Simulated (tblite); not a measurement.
C6H6NS (doublet state).
SMILES with atom numbers: `[N:1]#[C:2][C:3]1[CH:4]=[CH:5][CH2:6][C@@H:7]1[SH:8]` (hydrogens: H9 on C4; H10 on C5; H11, H12 on C6; H13 on C7; H14 on S8)
Bond orders are those of one Lewis drawing.

Computed with GFN2-xTB (tblite), gas phase: L-BFGS steps from a force-field or distance-geometry start until the largest atomic force falls under 0.01 eV/Å.

Step 22: E = -597.9473 eV
```
atom  x, y, z in Å  |  force x, y, z in eV/Å
N1      3.4992    0.1152   -0.3048   -0.009  -0.013   0.008
C2      2.3468    0.1598   -0.2546   -0.003   0.033   0.006
C3      0.9675    0.2245   -0.2178   -0.010  -0.009   0.010
C4      0.1825    1.3932   -0.2408   -0.018  -0.019   0.031
C5     -1.1388    1.0756   -0.2716   -0.014  -0.013  -0.023
C6     -1.3374   -0.4016   -0.3062    0.013  -0.023   0.002
C7      0.0774   -0.9648   -0.1171   -0.015  -0.044   0.075
S8      0.2820   -1.7903    1.5448   -0.007  -0.006  -0.034
H9      0.5920    2.3877   -0.2345    0.017  -0.005  -0.017
H10    -1.9601    1.7662   -0.2919   -0.014   0.039   0.000
H11    -1.7524   -0.7139   -1.2703    0.003   0.019   0.009
H12    -2.0335   -0.7461    0.4625    0.032   0.001  -0.011
H13     0.3372   -1.7718   -0.8033   -0.003   0.018   0.000
H14    -0.0629   -0.7342    2.2835    0.028   0.023  -0.056
```

Step 23: E = -597.9479 eV
```
atom  x, y, z in Å  |  force x, y, z in eV/Å
N1      3.4983    0.1119   -0.2965   -0.012  -0.007   0.004
C2      2.3457    0.1598   -0.2519    0.007   0.022   0.010
C3      0.9664    0.2243   -0.2184   -0.006  -0.003  -0.004
C4      0.1814    1.3926   -0.2416   -0.015  -0.012   0.023
C5     -1.1400    1.0757   -0.2718   -0.006  -0.014   0.001
C6     -1.3379   -0.4011   -0.3054    0.009  -0.040  -0.006
C7      0.0764   -0.9646   -0.1189    0.001  -0.058   0.098
S8      0.2844   -1.7896    1.5434   -0.013   0.001  -0.042
H9      0.5911    2.3867   -0.2381    0.021   0.007  -0.010
H10    -1.9602    1.7671   -0.2868   -0.025   0.042  -0.009
H11    -1.7514   -0.7130   -1.2693   -0.013   0.014  -0.019
H12    -2.0336   -0.7493    0.4614    0.025   0.011   0.004
H13     0.3349   -1.7721   -0.8045    0.001   0.016  -0.013
H14    -0.0562   -0.7289    2.2762    0.026   0.023  -0.036
```

Step 24: E = -597.9486 eV
```
atom  x, y, z in Å  |  force x, y, z in eV/Å
N1      3.4973    0.1084   -0.2876   -0.013   0.000   0.000
C2      2.3447    0.1601   -0.2487    0.010   0.007   0.013
C3      0.9653    0.2238   -0.2187   -0.002   0.004  -0.012
C4      0.1801    1.3919   -0.2421   -0.009  -0.004   0.011
C5     -1.1414    1.0756   -0.2717    0.001  -0.010   0.025
C6     -1.3382   -0.4012   -0.3045    0.000  -0.039  -0.013
C7      0.0754   -0.9654   -0.1192    0.018  -0.045   0.078
S8      0.2866   -1.7890    1.5412   -0.018   0.000  -0.027
H9      0.5904    2.3858   -0.2423    0.020   0.007  -0.002
H10    -1.9606    1.7688   -0.2816   -0.024   0.028  -0.018
H11    -1.7505   -0.7120   -1.2685   -0.026   0.005  -0.042
H12    -2.0335   -0.7527    0.4604    0.012   0.016   0.021
H13     0.3323   -1.7720   -0.8062    0.007   0.012  -0.019
H14    -0.0484   -0.7225    2.2674    0.025   0.019  -0.015
```

Problem. Estimate the geometry and energy of step 25. (The exact step hangs on the optimiser's Hessian estimate; all steps are aligned on step 24, rigid shifts and turns removed.)

Solution. E = -597.9490 eV, largest force 0.050 eV/Å
```
atom  x, y, z in Å  |  force x, y, z in eV/Å
N1      3.4966    0.1061   -0.2820   -0.008   0.004  -0.001
C2      2.3440    0.1603   -0.2462    0.003  -0.002   0.013
C3      0.9646    0.2235   -0.2187   -0.001   0.006  -0.010
C4      0.1793    1.3914   -0.2422   -0.004   0.001   0.002
C5     -1.1425    1.0753   -0.2711    0.002  -0.005   0.033
C6     -1.3385   -0.4021   -0.3040   -0.007  -0.022  -0.014
C7      0.0750   -0.9669   -0.1180    0.019  -0.016   0.027
S8      0.2876   -1.7886    1.5393   -0.018  -0.006   0.000
H9      0.5901    2.3854   -0.2452    0.014  -0.004   0.004
H10    -1.9611    1.7703   -0.2787   -0.012   0.005  -0.022
H11    -1.7501   -0.7114   -1.2686   -0.027   0.001  -0.042
H12    -2.0334   -0.7546    0.4602    0.002   0.016   0.028
H13     0.3305   -1.7714   -0.8080    0.012   0.009  -0.016
H14    -0.0428   -0.7179    2.2611    0.025   0.013  -0.002
```

The energy changes by -0.0004 eV. The first-order estimate −F·Δx gives -0.0006 eV and the mean of the old and new forces, exact on a quadratic surface, -0.0004 eV. The step makes an angle of 72° with the force vector and moves no atom by more than 0.010 Å.

The cost below is that of the whole relaxation. The run took 0.36 s on an Arm Neoverse V1 with one thread, shared host with 32 logical CPUs at a one-minute load of 22.
